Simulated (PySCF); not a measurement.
Species: C5H13PSi2.
SMILES: `C=C(C)[Si@@H]1CC[SiH2]P1`

Jobs on this species (21 atoms, 86 electrons) with PySCF (density fitting). Hardware of each: an Arm Neoverse N1 with one thread, on a shared host. Other jobs ran on the host; a repeat could differ by tens of per cent or more.

**Question.** Rank these jobs by wall time, shortest first.
A. CAM-B3LYP/def2-SVPD; 10 singlets by full TDDFT, 4 Tamm–Dancoff triplets, polarisability, ΔSCF ions; 276 basis functions
B. PBE0/pcSseg-1; shieldings, ring-centre shieldings, charges and field gradients; 222 basis functions
C. PBE0-D3(BJ)/def2-SVP, grid level 1; geometry optimisation from a GFN2-xTB start; 189 basis functions

**Answer.** B (76 s), C (4.5 min), A (17 min).

All jobs:

```
                level and settings                                                                           work  basis functions  SCF cycles  wall time
                     PBE0/pcSseg-1                shieldings, ring-centre shieldings, charges and field gradients              222          14       76 s
                CAM-B3LYP/pcSseg-1                                             shieldings, ring-centre shieldings              222          12    1.7 min
PBE0-D3(BJ)/def2-SVP, grid level 1                                    geometry optimisation from a GFN2-xTB start              189          52    4.5 min
               CAM-B3LYP/def2-SVPD  10 singlets by full TDDFT, 4 Tamm–Dancoff triplets, polarisability, ΔSCF ions              276          12     17 min
```

**Question.** What do all jobs in the table cost together?

**Answer.** About 24 min; the longest takes about 69 % of that, and about 13 times as long as the shortest.
